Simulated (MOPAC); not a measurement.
Input for MOPAC: PM6 on C3H3NO (a complex), monomers drawn apart or pushed together.

```
PM6 1SCF PRECISE CHARGE=0 THREADS=1
C3H3NO

C      0.00458774 1     0.66494609 1     0.94823854 1
O     -0.17767880 1     0.06785849 1     0.01361153 1
C      0.66789583 1     0.10269896 1     7.12190041 1
C      0.44335812 1    -1.20156336 1     6.52141511 1
N      0.26593299 1    -2.22685319 1     6.03269744 1
H     -0.12256104 1     0.32909011 1     7.83791515 1
H      1.62705918 1     0.11872090 1     7.64006906 1
H      0.67140759 1     0.86563357 1     6.34296727 1
```

The log:

```
*******************************************************************************
 **                                                                           **
 **                              MOPAC v23.2.5                                **
 **                                                                           **
 *******************************************************************************
 ** MOPAC's Digital Object Identifier: https://doi.org/10.5281/zenodo.6511958 **
 **                                                                           **
 ** Please cite the open-source release paper for use of this MOPAC version:  **
 ** J. E. Moussa and J. J. P. Stewart (2026)                                  **
 ** MOPAC: An open-source semiempirical molecular orbital program             **
 ** J. Open Source Softw., 11(119), 8025, https://doi.org/10.21105/joss.08025 **
 *******************************************************************************

                              PM6 CALCULATION RESULTS

 *******************************************************************************
 *  PM6        - The PM6 Hamiltonian to be used
 *
 *
 *
 *                 CHARGE ON SYSTEM = 0
 *
 *
 *
 *  PRECISE    - TIGHTER CRITERIA TO BE USED
 *  1SCF       - DO 1 SCF AND THEN STOP
 *  THREADS=1  - MULTI-THREADING NOT USED
 *  T=         - A TIME OF 172800.0 SECONDS REQUESTED
 *  DUMP=N     - RESTART FILE WRITTEN EVERY 7200.0 SECONDS REQUESTED
 *******************************************************************************
PM6 1SCF PRECISE CHARGE=0 THREADS=1
 C3H3NO

   ATOM   CHEMICAL          X               Y               Z
  NUMBER   SYMBOL      (ANGSTROMS)     (ANGSTROMS)     (ANGSTROMS)

     1       C          0.00458774  *   0.66494609  *   0.94823854  *
     2       O         -0.17767880  *   0.06785849  *   0.01361153  *
     3       C          0.66789583  *   0.10269896  *   7.12190041  *
     4       C          0.44335812  *  -1.20156336  *   6.52141511  *
     5       N          0.26593299  *  -2.22685319  *   6.03269744  *
     6       H         -0.12256104  *   0.32909011  *   7.83791515  *
     7       H          1.62705918  *   0.11872090  *   7.64006906  *
     8       H          0.67140759  *   0.86563357  *   6.34296727  *



          CARTESIAN COORDINATES

    NO.       ATOM           X           Y           Z

     1         C          0.0046      0.6649      0.9482
     2         O         -0.1777      0.0679      0.0136
     3         C          0.6679      0.1027      7.1219
     4         C          0.4434     -1.2016      6.5214
     5         N          0.2659     -2.2269      6.0327
     6         H         -0.1226      0.3291      7.8379
     7         H          1.6271      0.1187      7.6401
     8         H          0.6714      0.8656      6.3430

 General Reference for PM6:
 "Optimization of Parameters for Semiempirical Methods V: Modification of NDDO Approximations
 and Application to 70 Elements", J. J. P. Stewart, J. Mol. Mod., 13, 1173-1213 (2007)
 URL: https://link.springer.com/article/10.1007/s00894-007-0233-4

           Empirical Formula: C3 H3 N O  =     8 atoms



      MOLECULAR POINT GROUP   :   Cs


      RHF CALCULATION, NO. OF DOUBLY OCCUPIED LEVELS = 13


 -------------------------------------------------------------------------------
 PM6 1SCF PRECISE CHARGE=0 THREADS=1
 C3H3NO



     1SCF WAS SPECIFIED, SO BFGS WAS NOT USED
     SCF FIELD WAS ACHIEVED


                              PM6 CALCULATION
                                                       MOPAC v23.2.5 Linux




          FINAL HEAT OF FORMATION =          7.38948 KCAL/MOL =      30.91760 KJ/MOL


          COSMO AREA              =        139.04 SQUARE ANGSTROMS
          COSMO VOLUME            =        105.49 CUBIC ANGSTROMS

          IONIZATION POTENTIAL    =         11.919798 EV
          HOMO LUMO ENERGIES (EV) =        -11.920  1.285
          NO. OF FILLED LEVELS    =         13
          MOLECULAR WEIGHT        =         69.0628         POINT GROUP:  Cs

          MOLECULAR DIMENSIONS (Angstroms)

            Atom       Atom       Distance
            H     7    O     2     7.83725
            N     5    H     8     3.10671
            H     6    O     2     1.76070


          SCF CALCULATIONS        =          1





   ATOM   CHEMICAL          X               Y               Z
  NUMBER   SYMBOL      (ANGSTROMS)     (ANGSTROMS)     (ANGSTROMS)

     1       C          0.00458774  *   0.66494609  *   0.94823854  *
     2       O         -0.17767880  *   0.06785849  *   0.01361153  *
     3       C          0.66789583  *   0.10269896  *   7.12190041  *
     4       C          0.44335812  *  -1.20156336  *   6.52141511  *
     5       N          0.26593299  *  -2.22685319  *   6.03269744  *
     6       H         -0.12256104  *   0.32909011  *   7.83791515  *
     7       H          1.62705918  *   0.11872090  *   7.64006906  *
     8       H          0.67140759  *   0.86563357  *   6.34296727  *

                             CARTESIAN COORDINATES

   1    C        0.004587740     0.664946090     0.948238540
   2    O       -0.177678800     0.067858490     0.013611530
   3    C        0.667895830     0.102698960     7.121900410
   4    C        0.443358120    -1.201563360     6.521415110
   5    N        0.265932990    -2.226853190     6.032697440
   6    H       -0.122561040     0.329090110     7.837915150
   7    H        1.627059180     0.118720900     7.640069060
   8    H        0.671407590     0.865633570     6.342967270


           Empirical Formula: C3 H3 N O  =     8 atoms



      MOLECULAR POINT GROUP   :   Cs


                  EIGENVALUES
 -34.31753 -31.78391 -27.24038 -20.08139 -17.88491 -15.92132 -15.91174 -15.91038
 -15.90952 -12.93264 -12.93155 -12.75659 -11.91980   1.28465   1.28774   1.36226
   1.36407   2.90032   4.75979   4.76690   5.22001   5.31319   5.92300


              NET ATOMIC CHARGES AND DIPOLE CONTRIBUTIONS

  ATOM NO.   TYPE          CHARGE      No. of ELECS.   s-Pop       p-Pop
    1          C           0.309319        3.6907     1.72302     1.96766
    2          O          -0.309319        6.3093     1.79954     4.50978
    3          C          -0.439693        4.4397     1.06934     3.37036
    4          C           0.105226        3.8948     1.12378     2.77100
    5          N          -0.228111        5.2281     1.80819     3.41992
    6          H           0.187251        0.8127     0.81275
    7          H           0.187261        0.8127     0.81274
    8          H           0.188067        0.8119     0.81193
 DIPOLE           X         Y         Z       TOTAL
 POINT-CHG.     0.753     3.688     2.685     4.623
 HYBRID        -0.173    -0.347    -1.097     1.164
 SUM            0.579     3.340     1.588     3.744


          ATOMIC ORBITAL ELECTRON POPULATIONS

     Atom    s        px        py        pz
    1  C   1.72302   0.49700   0.63038   0.84028
    2  O   1.79954   1.51557   1.50544   1.48878
    3  C   1.06934   1.19096   1.02042   1.15898
    4  C   1.12378   0.91970   0.92978   0.92152
    5  N   1.80819   1.10570   1.19207   1.12215
    6  H   0.81275
    7  H   0.81274
    8  H   0.81193

 **********************
 *                    *
 * JOB ENDED NORMALLY *
 *                    *
 **********************




 == MOPAC DONE ==
```

The run finished.

Cost: about 0.020 core-seconds (a rough figure).
